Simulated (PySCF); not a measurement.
H₃NO₃S, SMILES NS(=O)(=O)O.

Geometry: r2SCAN-D4/def2-SVP. One conformer was computed; it need not be the lowest.

Two levels are set side by side: PBE/def2-TZVP (PySCF) and r2SCAN/def2-TZVP (PySCF). Same geometry, gas phase. Differences are taken from unrounded values.

```json
[
 {"quantity": "orbital gap (eV)", "PBE": "6.51"},
 {"quantity": "highest occupied level (eV)", "PBE": "-7.24"},
 {"quantity": "lowest empty level (eV)", "PBE": "-0.73"},
 {"quantity": "dipole moment (D)", "PBE": "3.37"},
 {"quantity": "mean polarisability (bohr³)", "PBE": "38.3"}
]
```

Problem. These are the PBE values. What does r2SCAN give? (Estimate from the structure and the level; the computed values follow.)

Solution. 
| quantity | r2SCAN | PBE minus r2SCAN |
|---|---|---|
| orbital gap (eV) | 7.56 | -1.04 |
| highest occupied level (eV) | -7.64 | 0.40 |
| lowest empty level (eV) | -0.09 | -0.64 |
| dipole moment (D) | 3.46 | -0.09 |
| mean polarisability (bohr³) | 37.2 | 1.1 |

Rough cost on one machine, each run with all the roots and properties that it gave: r2SCAN against PBE about 3 times.
